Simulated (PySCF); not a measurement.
Input for PySCF: R-HF/3-21G on AlH3Se (SMILES [AlH2][SeH]), a point of a bond scan (R = 1.573 Å).

```python
from pyscf import gto, scf, dft, mp
from pyscf.data.elements import chemcore

mol = gto.M(
    atom='''
    Al    0.36409461    0.02746235   -1.55730963
    H    -0.69852445   -0.56976553   -2.55206934
    H     1.74544102    0.64238966   -1.99374994
    Se   -0.20119715   -0.03048168    0.69657830
    H     1.06055664    0.60674232    1.10718226
    ''',
    basis='3-21g',
    charge=0, spin=0, verbose=3, max_memory=1800)
mf = scf.RHF(mol)
mf.conv_tol = 1e-8
mf.max_cycle = 100
mf.kernel()
if not mf.converged:
    mf = mf.newton().run(mf.mo_coeff, mf.mo_occ)
```

### Question
Give the final energy of this run.

### Answer
-2630.8129 hartree.
